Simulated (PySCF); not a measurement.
# Two-component Hartree-Fock for Pb(46+) (lead, charge +46)

Start: [Kr]. Calculated with PySCF 2.14 in an uncontracted even-tempered set (16 s from 6.3 bohr⁻², ratio 2.8; 14 p from 8.2 bohr⁻², ratio 2.8; 8 d from 15 bohr⁻², ratio 2.8; 4 f from 39 bohr⁻², ratio 3): generalised Hartree-Fock with the X2C-1e Hamiltonian and a Gaussian nucleus; one run each with spin-orbit coupling (SO) switched off, then screened by Boettger's factors.

```csv
spinor shell,electrons,"ε, spin-free (eV)","ε, screened SO (eV)",weight of nominal j (screened SO),"rms radius, screened SO (bohr)"
1s1/2,2,-90831.0,-90792.1,1.000,0.0181
2s1/2,2,-18307.0,-18294.5,1.000,0.0730
2p1/2,2,-16054.0,-17640.9,1.000,0.0617
2p3/2,4,-16054.0,-15443.3,1.000,0.0699
3s1/2,2,-6138.1,-6133.8,1.000,0.184
3p1/2,2,-5476.4,-5845.9,1.000,0.176
3d3/2,4,-4808.5,-4872.1,1.000,0.167
3d5/2,6,-4808.5,-4762.6,1.000,0.171
4s1/2,2,-2828.8,-2827.3,1.000,0.387
4p1/2,2,-2583.4,-2701.1,1.000,0.380
4p3/2,4,-2583.4,-2536.6,1.000,0.404
```

Where does 3p3/2 lie, and what is the 3p spin-orbit splitting (screened SO)?

At -5330.2 eV, 515.70 eV above 3p1/2.

```csv
quantity,spin-free,screened SO
E (hartree),-19407.07777,-19445.32347
M_J,0,0
⟨J²⟩,0.000,0.000
⟨L²⟩,0.000,0.127
⟨S²⟩,0.000,0.127
```

Breit and QED terms are absent; they matter most for the inner s and p1/2 levels.

Densities and radii are taken from the X2C orbitals without a picture-change correction, which distorts them close to the nucleus.

Without spin-orbit coupling the j labels of p, d and f shells carry no meaning; the spin-free column gives the mean over the occupied spinors of each nl shell.
